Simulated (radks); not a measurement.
All-electron atom: Eu3+ in [Xe] 4f5.5 5d0.5 (fractional occupations, a model configuration).

Calculated with a radial shooting solver on a logarithmic mesh with Libxc functionals: Dirac Kohn-Sham, PBEsol, spin-unpolarised, spherical densities, point nucleus; open shells are shared between the two j in proportion to 2j + 1.

Energy parts (hartree):
total: -10846.6855
kinetic: 11795.2091
electron-nucleus: -26546.6897
Hartree: 4142.9882
exchange-correlation: -238.1931

Orbitals (lengths in bohr, moments of r in powers of bohr):
| orbital | occ. | eigenvalue (hartree) | <r> |
|---|---|---|---|
| 1s1/2 | 2 | -1776.331 | 0.02232 |
| 2s1/2 | 2 | -292.6663 | 0.09462 |
| 2p1/2 | 2 | -277.7275 | 0.07909 |
| 2p3/2 | 4 | -253.9301 | 0.08582 |
| 3s1/2 | 2 | -65.46373 | 0.2493 |
| 3p1/2 | 2 | -59.01354 | 0.2389 |
| 3p3/2 | 4 | -54.16444 | 0.2518 |
| 3d3/2 | 4 | -42.99783 | 0.2236 |
| 3d5/2 | 6 | -41.94279 | 0.2277 |
| 4s1/2 | 2 | -14.04846 | 0.5649 |
| 4p1/2 | 2 | -11.55479 | 0.5776 |
| 4p3/2 | 4 | -10.47479 | 0.6066 |
| 4d3/2 | 4 | -6.36530 | 0.6438 |
| 4d5/2 | 6 | -6.17015 | 0.6540 |
| 5s1/2 | 2 | -2.74826 | 1.339 |
| 5p1/2 | 2 | -2.04311 | 1.481 |
| 5p3/2 | 4 | -1.88231 | 1.562 |
| 4f5/2 | 2.35714 | -1.35678 | 0.8477 |
| 4f7/2 | 3.14286 | -1.33081 | 0.8571 |
| 5d3/2 | 0.2 | -0.94533 | 2.113 |
| 5d5/2 | 0.3 | -0.92867 | 2.147 |

The highest occupied level is 5d5/2 at -25.270 eV. The density falls to 0.001 e/bohr^3 at r = 3.39 bohr. Summed over all electrons, <r^2> = 36.99 bohr^2, which gives a Langevin (diamagnetic) susceptibility term of -29.3 x 10^-6 cm^3/mol.
